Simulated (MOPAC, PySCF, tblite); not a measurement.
Breaking a bond: NaBr, singlet.

- GFN2-xTB, 300 K electronic temperature (tblite)
- RCCSD = CCSD on RHF/aug-cc-pVDZ, 10 core orbitals frozen (PySCF 2.14.0)
- PM3, restricted, heats of formation (MOPAC)

Energies are in mEh, each relative to the lowest point of its own curve near equilibrium.

| R / Å | GFN2-xTB | RCCSD | PM3 |
|---|---|---|---|
| 2.00 | 60.3 | 64.0 | 37.1 |
| 2.14 | 22.2 | 29.4 | 17.0 |
| 2.23 | 10.1 | 16.0 | 8.9 |
| 2.36 | 2.0 | 4.9 | 2.2 |
| 2.44 | 0.3 | 1.6 | 0.4 |
| 2.51 | 0.0 | 0.2 | 0.0 |
| 2.60 | 0.8 | 0.0 | 0.8 |
| 2.66 | 1.8 | 0.7 | 2.0 |
| 2.76 | 3.9 | 2.8 | 5.0 |
| 2.89 | 7.3 | 6.9 | 10.2 |
| 3.07 | 12.4 | 14.0 | 18.9 |
| 3.35 | 20.3 | 26.6 | 33.9 |
| 3.74 | 31.3 | 44.0 | 53.7 |
| 4.10 | 40.9 | 58.3 | 68.9 |
| 4.55 | 51.1 | 73.5 | 83.5 |
| 5.00 | 58.9 | 85.9 | 94.3 |
| 5.47 | — | 96.4 | 103.0 |
| 6.08 | — | 107.3 | 111.8 |
| 6.81 | — | 117.4 | 120.2 |
| 7.57 | — | 125.6 | 127.4 |

At the longest distance, 7.57 Å, PM3 lies highest above its minimum (127.4 mEh) and RCCSD lowest (125.6 mEh).

Dashes: no converged value, or the column stops at the first point that the program doubted or that broke a chosen test of continuity, which isn't proof of a fault.

The restricted form behind PM3 keeps the bonding electrons paired and can't separate into open-shell fragments.
